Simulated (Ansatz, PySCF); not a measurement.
benzobisthiadiazole (C6H2N4S2), SMILES c1c2c(N=S=N2)cc2nsnc21.

Geometry optimised at B3LYP-D3(BJ)/def2-SVP.

Vertical ionisation energy (IE) and electron affinity (EA) in eV. Rows of orbital energies are one-electron estimates. Where ΔSCF, EOM or ADC give a negative EA the extra electron is unbound and the value depends on the basis.

| level | IE | EA |
|---|---|---|
| −ε(HOMO), −ε(LUMO), HF/def2-SVP (PySCF) | 8.02 | 1.09 |
| −ε(HOMO), −ε(LUMO), PBE/def2-SVP (PySCF) | 5.72 | 4.10 |
| ΔSCF, PBE0/def2-SVPD (Ansatz), final states of multiplicity 2 and 2 | 8.29 | 2.25 |
| ΔSCF, PBE/def2-SVPD (Ansatz), final states of multiplicity 2 and 2 | 8.28 | 2.08 |

### Question
What vertical singlet–triplet gap does ΔSCF give with PBE0/def2-SVPD (Ansatz, a quantum-chemistry and plane-wave program) and with PBE/def2-SVPD (Ansatz)? (Estimate from the structure and the level; the computed values follow.)

### Answer
1.13 and 1.32 eV (triplet above singlet where positive).
